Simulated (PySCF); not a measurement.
InClI₂, SMILES [Cl][In]([I])[I]. Atoms are numbered in the order given.

```xyz
4

In     0.0000     0.0000    -0.5599
Cl     0.0000     0.0000    -2.9126
I      0.0000    -2.3447     0.7259
I      0.0000     2.3447     0.7259
```
Charge 0, spin multiplicity 1.

Geometry optimised at B3LYP-D3(BJ)/def2-SVP. The structure was generated by enumeration; whether it is a known compound was not checked. The def2 effective core potentials stand for the cores of I, In; spin–orbit coupling is left out.

Method: PBE0/def2-TZVP run with PySCF.

ESP charges are fitted to the potential on shells at 1.4 to 2.0 van der Waals radii. Atomic charges (e):

| atom | Mulliken | ESP fit | Löwdin |
|---|---|---|---|
| In1 | 0.80 | 0.43 | -0.44 |
| Cl2 | -0.35 | -0.22 | 0.08 |
| I3 | -0.23 | -0.11 | 0.18 |
| I4 | -0.23 | -0.11 | 0.18 |
